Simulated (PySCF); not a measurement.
**Atomic charges by several schemes**

Species: C7H9NOSi.
Numbering: `[CH:1]#[C:2][SiH2:3][CH2:4][c:5]1[n:6][cH:7][o:8][c:9]1[CH3:10]` (hydrogens: H11 on C1; H12, H13 on Si3; H14, H15 on C4; H16 on C7; H17, H18, H19 on C10)

Structure used (GFN2-xTB), in Å, numbered top down from 1:
```xyz
19
C7H9NOSi angstrom
C      1.704   -0.595    2.626
C      1.916   -0.277    1.485
Si     2.265    0.214   -0.267
C      0.820   -0.438   -1.340
C     -0.424    0.305   -1.043
N     -0.726    1.482   -1.685
C     -1.841    1.872   -1.170
O     -2.325    1.060   -0.226
C     -1.413    0.048   -0.135
C     -1.634   -1.040    0.848
H      1.518   -0.872    3.624
H      3.509   -0.440   -0.692
H      2.348    1.674   -0.342
H      1.062   -0.297   -2.392
H      0.665   -1.503   -1.166
H     -2.388    2.756   -1.430
H     -1.524   -0.661    1.864
H     -2.639   -1.448    0.743
H     -0.904   -1.828    0.692
```

Density: PBE0/pcSseg-1 (PySCF); schemes: Mulliken, IAO, Hirshfeld and ESP-fitted. One conformer (not necessarily the lowest) at the GFN2-xTB geometry, without solvent, vibrations or thermal averaging. GFN2-xTB frequencies show an imaginary mode (29i cm⁻¹), so this geometry is no minimum at that level.

Atoms with like bonding are taken together and averaged. Do the Mulliken, IAO, Hirshfeld and ESP-fitted schemes agree on where the charge is highest?

All schemes agree: Mulliken Si3 (+0.730); IAO Si3 (+0.789); Hirshfeld Si3 (+0.365); ESP-fitted Si3 (+0.629).

At which atom do the 4 schemes differ most?

At C10: from -0.774 (ESP-fitted) to -0.117 e (Mulliken), 0.657 e apart.

What partial charge does each atom carry?

In e; atoms taken as equivalent share a row and are averaged (×n: the atom named and its like, n in all):

```tsv
atom	environment	Mulliken	IAO	Hirshfeld	ESP-fitted
C1	terminal alkyne carbon	-0.202	-0.195	-0.083	-0.328
C2	alkyne carbon	-0.178	-0.325	-0.151	-0.220
Si3	SiH2 silicon	+0.730	+0.789	+0.365	+0.629
C4	sp3 carbon bound to silicon	-0.409	-0.541	-0.156	-0.527
C5	substituted aromatic carbon	-0.110	+0.043	+0.008	+0.240
N6	pyridine-type nitrogen	-0.402	-0.332	-0.202	-0.569
C7	aromatic CH next to a ring nitrogen	+0.311	+0.144	+0.076	+0.269
O8	furan-type oxygen	-0.379	-0.250	-0.069	-0.285
C9	substituted aromatic carbon	-0.003	+0.127	+0.052	+0.359
C10	benzylic-type carbon	-0.117	-0.432	-0.119	-0.774
H11	alkyne hydrogen	+0.063	+0.202	+0.097	+0.295
H12/H13	Si–H hydrogen	-0.074	-0.111	-0.069	-0.114
H14/H15	methylene hydrogen	+0.160	+0.165	+0.049	+0.164
H16	aromatic hydrogen	+0.114	+0.179	+0.073	+0.131
H17/H18/H19	methyl hydrogen	+0.137	+0.161	+0.049	+0.227
```

Mean size of the charges over all atoms: ESP-fitted 0.308 e, IAO 0.242 e, Mulliken 0.205 e, Hirshfeld 0.097 e. Each set sums to the total charge, 0, to within 0.001 e. The ESP scheme is a least-squares fit of atom-centred charges to the potential on four shells outside the van der Waals surface, with the total charge fixed.

Some averages cover members that differ in this geometry: H14/H15, ESP-fitted +0.143 to +0.184; H12/H13, ESP-fitted -0.132 to -0.095; H17/H18/H19, ESP-fitted +0.214 to +0.240; H12/H13, Mulliken -0.087 to -0.061 e.

Sum the charges by element, for elements with more than one atom.

```
element  atoms  Mulliken     IAO  Hirshfeld  ESP-fitted
      C      7    -0.707  -1.179     -0.373      -0.982
      H      9    +0.758  +0.972     +0.278      +1.207
```

How many electrons does the ESP-fitted scheme count on C4?

Z − q = 6 − (-0.527) = 6.527.

These values come from a run that also computed NMR shieldings. Time: 53 s wall; peak memory 1.0 GiB. Hardware: Arm Neoverse V1, one thread, no GPU (shared host).
